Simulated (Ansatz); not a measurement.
`[SiH3]C[SiH](Cl)Cl` + `O[SiH](F)[SiH3]` → `F[SiH]([SiH3])O[SiH3]` + `C[SiH](Cl)Cl` at 500 K and 1 bar (ligand exchange at the Si–C bond).

Program: Ansatz. Geometries: PBE0-D4/def2-TZVP. ΔE: electronic, gas phase. CCSD(T)/CBS adds triple-zeta CCSD(T) − MP2 to the extrapolated MP2 energy (def2 sets, frozen cores). Each species was taken in one conformer, which may not be the lowest.

```
                species  CCSD(T)/CBS energy (Eh)  H − E (kJ/mol)  S (J/(mol·K))
   `[SiH3]C[SiH](Cl)Cl`              -1539.49563           223.0          460.8
      `O[SiH](F)[SiH3]`               -756.23815           178.6          402.9
`F[SiH]([SiH3])O[SiH3]`              -1046.55730           234.8          493.1
         `C[SiH](Cl)Cl`              -1249.21450           168.0          382.4
```

H − E and S are ideal-gas, rigid-rotor, harmonic terms from PBE0-D4/def2-TZVP, for one conformer and one mirror image of each species. 1 Eh = 2625.50 kJ/mol, R = 8.31446 J/(mol·K).

By hand: ΔE, ΔH, ΔS and ΔG.

ΔE = (-1046.55730) + (-1249.21450) − (-1539.49563) − (-756.23815) = -0.03802 Eh = -99.8 kJ/mol. Δ(H − E) = 234.8 + 168.0 − 223.0 − 178.6 = 1.2, so ΔH = -98.6 kJ/mol. ΔS = 493.1 + 382.4 − 460.8 − 402.9 = 11.8 J/(mol·K). ΔG = -98.6 − 500 × (11.8)/1000 = -104.5 kJ/mol.

By hand: the equilibrium constant, and the temperature at which ΔG would vanish if ΔH and ΔS stayed fixed.

log₁₀ K = −ΔG/(RT ln 10) = 10.9. ΔH and −TΔS have one sign here, so there is no such temperature.

The number of gas molecules stays the same, so ΔS is small and ΔH decides. A doubt of 5 kJ/mol in ΔE shifts log₁₀ K by 0.5 here. Other conformers and mirror images would add mixing entropy, several J/(mol·K) or more a flexible species. Modes under 60 cm⁻¹, often nearly free rotors, make the harmonic entropy too high. These are equilibria of isolated gas molecules and say nothing of rates. Largest T1 diagnostic: 0.013 (customary marks: 0.02 for closed shells, 0.045 for open ones).

ΔS is within the doubt of such terms, so its sign, and with it that verdict, could turn.
